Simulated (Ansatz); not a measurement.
Start from `[F][InH][CH2]BS` and change one atom or group to get `BOCBS`.

Ansatz, PBE0-D4/def2-TZVP geometries, multiplicity 1. Each molecule was computed in one conformer, which needn't be the lowest.

Elements past krypton have def2 core potentials.

| property | `[F][InH][CH2]BS` |
| --- | --- |
| LUMO energy (ωB97M-V/def2-TZVPP) / eV | -0.26 |
| LUMO energy (B3LYP/def2-TZVPP) / eV | -2.13 |
| size of the dipole moment (B3LYP/def2-TZVPP) / D | 2.81 |
| HOMO–LUMO gap (ωB97M-V/def2-TZVPP) / eV | 9.49 |
| HOMO–LUMO gap (PBE/def2-TZVPP) / eV | 3.94 |
| HOMO energy (PBE0/def2-TZVPP) / eV | -7.68 |

Q: Give the same properties after the change, and the shifts. (Estimate.)

A: Computed: 
```tsv
property	`BOCBS`	shift
LUMO energy (ωB97M-V/def2-TZVPP) / eV	0.91	1.17
LUMO energy (B3LYP/def2-TZVPP) / eV	-1.27	0.86
size of the dipole moment (B3LYP/def2-TZVPP) / D	2.06	-0.75
HOMO–LUMO gap (ωB97M-V/def2-TZVPP) / eV	11.46	1.97
HOMO–LUMO gap (PBE/def2-TZVPP) / eV	5.04	1.10
HOMO energy (PBE0/def2-TZVPP) / eV	-8.36	-0.68
```

With PBE0 the HOMO falls by 0.68 eV and the LUMO rises by 0.82 eV, so the gap widens by about 1.50 eV. PBE moves the HOMO by -0.51 eV and ωB97M-V by -0.80 eV. Dipoles are sizes alone; their direction can turn.

Positive LUMOs are unbound, so they and the gaps depend on the basis.

B3LYP here is the variant with VWN-RPA as its local correlation; programs differ in this.
